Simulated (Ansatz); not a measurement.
Start from `BO[SiH2]B` and change one atom or group to get `B[SiH2]OC`.

Ansatz, PBE0-D4/def2-TZVP geometries, multiplicity 1. Each molecule was computed in one conformer, which needn't be the lowest.

```
                                          property  `BO[SiH2]B`
                 HOMO energy (PBE/def2-TZVPP) / eV        -6.91
size of the dipole moment (ωB97M-V/def2-TZVPP) / D         1.21
               HOMO–LUMO gap (PBE/def2-TZVPP) / eV         3.20
                LUMO energy (PBE0/def2-TZVPP) / eV        -2.66
             HOMO energy (ωB97M-V/def2-TZVPP) / eV       -10.61
                HOMO energy (PBE0/def2-TZVPP) / eV        -8.34
```

(1) What does the change do to each property? (An estimate is asked.)

Answers

(1) Ansatz gave: 
| property | `B[SiH2]OC` | shift |
| --- | --- | --- |
| HOMO energy (PBE/def2-TZVPP) / eV | -6.57 | 0.34 |
| size of the dipole moment (ωB97M-V/def2-TZVPP) / D | 0.68 | -0.53 |
| HOMO–LUMO gap (PBE/def2-TZVPP) / eV | 3.14 | -0.06 |
| LUMO energy (PBE0/def2-TZVPP) / eV | -2.41 | 0.25 |
| HOMO energy (ωB97M-V/def2-TZVPP) / eV | -10.41 | 0.20 |
| HOMO energy (PBE0/def2-TZVPP) / eV | -8.07 | 0.27 |

The zero-point energy changes by 42.9 kJ/mol with +3 modes. Dipoles are sizes alone; their direction can turn.
